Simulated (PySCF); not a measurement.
Br⁺: ionisation energy

Br⁺ [Ar] 3d10 4s2 4p4 (3P) → Br²⁺ [Ar] 3d10 4s2 4p3 (4S), as a difference of total energies. All numbers are calculated (PySCF 2.14, a scalar-relativistic core potential, in aug-cc-pVDZ-PP with ECP10MDF). Correlated levels: valence: 3s2 3p6 3d10 frozen. The calculations carry no spin-orbit coupling.

| method | ionisation energy (eV) |
| --- | --- |
| UHF | 20.157 |
| MP2 (valence) | 20.603 |
| SCS-MP2 (valence) | 20.615 |
| CCSD (valence) | 20.635 |
| CCSD(T) (valence) | 20.648 |
| CCSDT (valence) | 20.651 |

How much does correlation contribute at CCSD(T) (valence)?

20.648 − (20.157) = 0.491 eV, measured against UHF.

Errors of the correlated levels include the incompleteness of this basis and the frozen core.

For comparison: 21.409 eV (measured; NIST levels, between the centres of gravity of the two terms).
